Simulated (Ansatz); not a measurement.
Reaction (substitution at a C–C bond): `Cc1ccc(C)[nH]1` + `C=C(F)S` → `C=C(F)SC` + `Cc1ccc[nH]1`

Isolated molecules relaxed with PBE0-D4/def2-TZVP in Ansatz; ΔE leaves out vibrations. CCSD(T)/CBS adds triple-zeta CCSD(T) − MP2 to the extrapolated MP2 energy (def2 sets, frozen cores). DFT in def2-TZVPP. B3LYP here is the variant with VWN-RPA as its local correlation; programs differ in this. Each species was taken in one conformer, which may not be the lowest.

```tsv
level	ΔE (eV)
B3LYP	0.07
CCSD(T)/def2-TZVPP	0.10
```

Task: What does CCSD(T)/CBS give? (An estimate is asked.)

Result: Computed: +0.07 eV. The listed levels differ from it by 0.00, 0.03 eV.

Largest T1 diagnostic among the species: 0.012.

Leaving LDA and LC-ωPBE aside and taking each functional with its dispersion term where it has one, the values, not all of them listed here, spread over 0.04 eV, from BLYP-D4 to B97M-V. LDA lies +0.06 eV from PBE without D4. From BLYP to BHLYP (50 % exact exchange), in def2-TZVPP and without D4, ΔE moves by +0.04 eV. At CCSD(T), def2-SVP lies +0.12 eV from the extrapolated value and def2-TZVPP +0.03 eV.
